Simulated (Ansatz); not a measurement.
How methods differ on C2H5GeN (SMILES C1=[N][GeH2][CH2]1)

C2H5GeN has 9 atoms, charge 0, and is taken as a singlet. As SMILES, `C1=[N][GeH2][CH2]1`. The shape is that of a PBE0-D4/def2-TZVP optimisation.

Quantity: the electronic atomisation energy, in eV. The values are calculated. Electronic energies at fixed atoms, without zero-point motion or spin-orbit coupling.

```csv
level,kind,program,value (eV),CPU time (all runs)
HF/def2-SVP,Hartree–Fock,Ansatz,23.46,2.1 s
PBE/def2-SVP,GGA,Ansatz,34.59,4.7 s
r2SCAN/def2-SVP,meta-GGA,Ansatz,33.75,10 s
BHLYP/def2-SVP,global hybrid,Ansatz,32.42,6 s
PBE0/def2-SVP,global hybrid,Ansatz,33.88,5.2 s
CAM-B3LYP/def2-SVP,range-separated hybrid,Ansatz,33.74,5.8 s
HSE06/def2-SVP,range-separated hybrid,Ansatz,33.91,6.7 s
B2PLYP/def2-SVP,double hybrid,Ansatz,33.05,7.8 s
```

All-electron rows without a relativistic Hamiltonian named are non-relativistic. The values span 23.46 to 34.59 eV. Times are those of the runs behind each value, whatever else they computed, on shared processors of several kinds: orders of magnitude only.
